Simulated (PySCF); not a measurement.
CH$_{6}$BSi, AlBH$_{5}$OSi, AlBH$_{6}$OSi, CH$_{6}$AlBO (calculated)

Calculation on a computer-drawn molecule: the log of a Hartree-Fock and frozen-core CCSD(T) single point meant for a local Hartree-Fock minimum, with one planted fault or none, to be diagnosed. Offsets are logged minus clean, where the clean run is the same molecule without the fault. The reference is restricted for singlets and unrestricted otherwise, and also for a bond in bohr or an excited solution. Adding or removing an electron swaps singlet and doublet. The excited solution moves the top pair (singlet) or top alpha electron (doublet) to the lowest empty orbital. Highest occupied and lowest empty are orbital energies over both spins, largest force is the largest gradient component, triples share is (T) over the correlation energy, the T1 limit is 0.02 restricted and 0.045 unrestricted, electrons count all cores, a negative frequency is imaginary (commonest isotopes), and the dipole is about the centre of nuclear charge. Program: PySCF 2.14.0.

Common to all runs: logged SCF converged yes; logged CC converged yes; logged SCF stable within its kind yes; possible faults no fault, one electron removed, one electron added, multiplicity raised by two, geometry at a saddle point, SCF held on an excited solution, minimal basis STO-3G, one bond length entered in bohr, all coordinates scaled.

(1) 
```xyz
9
formula=CH6BSi meant_charge=-1 meant_multiplicity=1 meant_basis=aug-cc-pV(D+d)Z logged_electrons=32 logged_basis_functions=132 logged_spin_squared=0 logged_highest_occupied=-1.1294 logged_lowest_empty=3.6207 logged_largest_force=5.965e-06 logged_lowest_frequency=80.939 logged_T1_diagnostic=0.015737 logged_D1_diagnostic=0.051047 logged_triples_share=0.038514 logged_dipole_magnitude=4.9895 logged_energy_HF=-354.93767 logged_energy_CCSD(T)=-355.38106 planted_fault=no_fault HF_energy_offset_from_clean_run=0 CCSD(T)_energy_offset_from_clean_run=0
B     -0.6068    -0.7490    -0.1854
Si     1.1305    -1.4480    -0.3547
C      1.8338    -2.9998     0.5365
H     -0.9431     0.2408    -0.7993
H     -1.4283    -1.2715     0.5402
H      2.2127    -0.8801    -1.2198
H      2.6910    -2.7616     1.1737
H      2.1521    -3.7756    -0.1664
H      1.0565    -3.4298     1.1745
```

Units: logged_highest_occupied, logged_lowest_empty in eV; logged_largest_force in hartree/bohr; logged_lowest_frequency in cm⁻¹; logged_dipole_magnitude in debye; logged_energy_HF, logged_energy_CCSD(T) in hartree; HF_energy_offset_from_clean_run, CCSD(T)_energy_offset_from_clean_run in kcal/mol.

Drawn bonds:
| atom | other atom | order |
| --- | --- | --- |
| 1 | 2 | 1 |
| 2 | 3 | 1 |
| 1 | 4 | 1 |
| 1 | 5 | 1 |
| 2 | 6 | 1 |
| 3 | 7 | 1 |
| 3 | 8 | 1 |
| 3 | 9 | 1 |

(2) 
```xyz
9
formula=AlBH5OSi meant_charge=0 meant_multiplicity=2 meant_basis=cc-pV(D+d)Z logged_electrons=44 logged_basis_functions=99 logged_spin_squared=0 logged_highest_occupied=-15.892 logged_lowest_empty=-6.0344 logged_largest_force=0.044115 logged_T1_diagnostic=0.019263 logged_D1_diagnostic=0.051772 logged_triples_share=0.026019 logged_dipole_magnitude=4.0068 logged_energy_HF=-633.05265 logged_energy_CCSD(T)=-633.52583 planted_fault=one_electron_removed HF_energy_offset_from_clean_run=158.1 CCSD(T)_energy_offset_from_clean_run=162.9
O      0.5110    -3.0400    -2.6716
Al     0.2630    -2.3222    -1.1642
B      1.3376    -0.8527    -0.0649
Si     0.8840     1.1331    -0.0768
H      1.1784    -2.9471    -3.3303
H      2.0740    -1.2547     0.7989
H      2.1265     1.8987    -0.3666
H     -0.1189     1.5003    -1.1103
H      0.3586     1.5842     1.2380
```

Units: logged_highest_occupied, logged_lowest_empty in eV; logged_largest_force in hartree/bohr; logged_dipole_magnitude in debye; logged_energy_HF, logged_energy_CCSD(T) in hartree; HF_energy_offset_from_clean_run, CCSD(T)_energy_offset_from_clean_run in kcal/mol.

Drawn bonds:
| atom | other atom | order |
| --- | --- | --- |
| 1 | 2 | 1 |
| 2 | 3 | 1 |
| 3 | 4 | 1 |
| 1 | 5 | 1 |
| 3 | 6 | 1 |
| 4 | 7 | 1 |
| 4 | 8 | 1 |
| 4 | 9 | 1 |

(3) 
```xyz
10
formula=AlBH6OSi meant_charge=0 meant_multiplicity=1 meant_basis=cc-pV(D+d)Z logged_electrons=45 logged_basis_functions=104 logged_spin_squared=0.7683 logged_highest_occupied=-15.736 logged_lowest_empty=-7.7057 logged_largest_force=0.12693 logged_T1_diagnostic=0.022199 logged_D1_diagnostic=0.093044 logged_triples_share=0.027906 logged_dipole_magnitude=2.9256 logged_energy_HF=-633.64424 logged_energy_CCSD(T)=-634.13075 planted_fault=one_electron_removed HF_energy_offset_from_clean_run=205 CCSD(T)_energy_offset_from_clean_run=213.8
Al     0.1867    -1.5667    -0.0675
O      0.5016    -0.0811    -0.8117
B      0.7531     1.0876    -1.4156
Si     0.1562     2.8722    -0.5809
H     -1.1590    -2.2898    -0.4268
H      1.2589    -2.1199     0.9359
H      1.3434     1.0798    -2.4728
H     -0.7686     3.5966    -1.4940
H      1.3262     3.7598    -0.3426
H     -0.5431     2.6771     0.7182
```

Units: logged_highest_occupied, logged_lowest_empty in eV; logged_largest_force in hartree/bohr; logged_dipole_magnitude in debye; logged_energy_HF, logged_energy_CCSD(T) in hartree; HF_energy_offset_from_clean_run, CCSD(T)_energy_offset_from_clean_run in kcal/mol.

Drawn bonds:
| atom | other atom | order |
| --- | --- | --- |
| 1 | 2 | 1 |
| 2 | 3 | 1 |
| 3 | 4 | 1 |
| 1 | 5 | 1 |
| 1 | 6 | 1 |
| 3 | 7 | 1 |
| 4 | 8 | 1 |
| 4 | 9 | 1 |
| 4 | 10 | 1 |

(4) 
```xyz
10
formula=CH6AlBO meant_charge=0 meant_multiplicity=1 meant_basis=cc-pV(D+d)Z logged_electrons=39 logged_basis_functions=95 logged_spin_squared=0.7685 logged_highest_occupied=-0.15297 logged_lowest_empty=6.8915 logged_largest_force=0.031512 logged_T1_diagnostic=0.015449 logged_D1_diagnostic=0.058549 logged_triples_share=0.026491 logged_dipole_magnitude=5.8188 logged_energy_HF=-382.85013 logged_energy_CCSD(T)=-383.40831 planted_fault=one_electron_added HF_energy_offset_from_clean_run=6.732 CCSD(T)_energy_offset_from_clean_run=-2.484
C      0.3996    -0.0386     1.0898
B      0.7411     0.7071    -0.2643
O      1.5668     1.7845    -0.1653
Al    -0.0467     0.0685    -2.2147
H      0.8571     0.4371     1.9617
H     -0.6849    -0.0876     1.2441
H      0.7382    -1.0813     1.0437
H      1.7607     2.2123    -0.9846
H     -1.0177    -1.1756    -2.3955
H      0.3510     0.8667    -3.5375
```

Units: logged_highest_occupied, logged_lowest_empty in eV; logged_largest_force in hartree/bohr; logged_dipole_magnitude in debye; logged_energy_HF, logged_energy_CCSD(T) in hartree; HF_energy_offset_from_clean_run, CCSD(T)_energy_offset_from_clean_run in kcal/mol.

Drawn bonds:
| atom | other atom | order |
| --- | --- | --- |
| 1 | 2 | 1 |
| 2 | 3 | 1 |
| 2 | 4 | 1 |
| 1 | 5 | 1 |
| 1 | 6 | 1 |
| 1 | 7 | 1 |
| 3 | 8 | 1 |
| 4 | 9 | 1 |
| 4 | 10 | 1 |
